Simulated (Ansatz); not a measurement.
```yaml
crystal:
  periodic: [true, true, true]
  atoms:
    - {symbol: C, position_ang: [-1.307227, 1.358679, -0.407723]}
    - {symbol: Sn, position_ang: [-0.283830, -0.424025, -0.761093]}
    - {symbol: Ge, position_ang: [1.511916, -0.870224, 1.041852]}
    - {symbol: H, position_ang: [-2.079252, 1.504363, -1.166001]}
    - {symbol: H, position_ang: [-1.849830, 1.288701, 0.634987]}
    - {symbol: H, position_ang: [-0.623438, 2.180021, -0.395579]}
    - {symbol: H, position_ang: [-1.368696, -1.758632, -0.770749]}
    - {symbol: H, position_ang: [0.522839, -0.407078, -2.272979]}
    - {symbol: H, position_ang: [0.872105, -0.977328, 2.427937]}
    - {symbol: H, position_ang: [2.314834, -2.173827, 0.783251]}
    - {symbol: H, position_ang: [2.516262, 0.291887, 1.056371]}
basis:
  gaussian: {orbitals: def2-TZVPP, final_grid: {core_spheres: 5, valence_spheres: 4, degree: 11}}
total_charge: 1
magnetization: {spin_polarized: true, initial_magnetization: 1}
hamiltonian: {xc: {name: revPBE}}
```

```sh
$ ansatz run in.yaml --threads 4 --pin off --events-out ev --progress --plain --max-ram 10444MiB
```

Shortened log:

```
Error: YAML parse error: error: line 2 column 3: crystal: missing field `lattice` (a structure is typed as `lattice` and `atoms`, a molecule's as `atoms` in Å alone, or read from a run's directory, `checkpoint`)
 --> <input>:2:3
1 | crystal:
2 |   periodic: [true, true, true]
3 |   atoms:
4 |     - {symbol: C, position_ang: [-1.307227, 1.358679, -0.407723]}
```

(1) What is wrong with this run?

Results:

(1) The molecule is marked periodic without a cell. The input was rejected before any iteration.
